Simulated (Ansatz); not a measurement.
Consider the formal exchange of groups at the Al–N bond: `C[NH][AlH2]` + `OC/C=C/Cl` → `[AlH2]/[CH]=C/Cl` + `CNCO`.

Computed with Ansatz on PBE0-D4/def2-TZVP structures; ΔE is electronic, products minus reactants. CCSD(T)/CBS is the MP2 limit (def2-TZVPP, def2-QZVPP) plus CCSD(T) − MP2 in def2-TZVPP, frozen cores. Double bonds are as drawn, so ΔE can hold a change between cis and trans. Functionals use def2-TZVPP. B3LYP here is the variant with VWN-RPA as its local correlation; programs differ in this. One conformer a species, not always the lowest.

| level | ΔE (kcal/mol) |
| --- | --- |
| PBE-D4 | 20.2 |
| PBE0-D4 | 20.1 |
| B3LYP-D4 | 21.2 |
| ωB97X-V | 20.5 |
| B2PLYP | 21.3 |
| r2SCAN | 20.7 |
| HF/CBS(def2) | 20.4 |
| MP2/CBS(def2) | 21.7 |

(1) What does CCSD(T)/CBS give? (Best estimate.)

Largest T1 diagnostic among the species: 0.012.

## Answers

(1) The calculation gave: +21.3 kcal/mol. The listed levels differ from it by -1.1, -1.2, -0.1, -0.8, 0.0, -0.6, -0.9, 0.4 kcal/mol.
